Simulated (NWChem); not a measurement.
Si2H5SCl; SMILES [SiH3]S[SiH2]Cl

```xyz
9

Si    -1.0253     1.7478     0.1727
S      0.9619     1.0993    -0.4336
Si     0.9125    -0.8671     0.4266
Cl    -0.7295    -1.9597    -0.2531
H     -2.0732     1.2711    -0.7890
H     -1.3294     1.2326     1.5521
H     -0.9789     3.2473     0.1738
H      0.7978    -0.8088     1.9203
H      2.1741    -1.5460    -0.0077
```
Atoms are numbered in this order, from 1.

Computed with NWChem. All runs use the structure optimised with PBE-D3(BJ)/def2-SVP. Total energies compare along this basis series because the functional is fixed.

```json
[
 {"level": "TPSS/pcseg-1", "basis functions": "97", "energy (Ha)": "-1440.5164", "highest occupied level (eV)": "-6.77", "orbital gap (eV)": "5.70", "dipole (D)": "1.25"},
 {"level": "TPSS/aug-pcseg-1", "basis functions": "153", "energy (Ha)": "-1440.5249", "highest occupied level (eV)": "-6.72", "orbital gap (eV)": "5.54", "dipole (D)": "0.97"},
 {"level": "TPSS/pcseg-2", "basis functions": "206", "energy (Ha)": "-1440.6496", "highest occupied level (eV)": "-6.77", "orbital gap (eV)": "5.67", "dipole (D)": "1.04"},
 {"level": "TPSS/STO-3G", "basis functions": "41", "energy (Ha)": "-1424.4060", "highest occupied level (eV)": "…", "orbital gap (eV)": "5.90", "dipole (D)": "…"},
 {"level": "TPSS/def2-SVP", "basis functions": "97", "energy (Ha)": "-1440.1229", "highest occupied level (eV)": "-6.67", "orbital gap (eV)": "5.91", "dipole (D)": "0.99"}
]
```

**Question.** Complete the blanks.

**Answer.** 
- TPSS/STO-3G, highest occupied level (eV): -2.95
- TPSS/STO-3G, dipole (D): 2.16
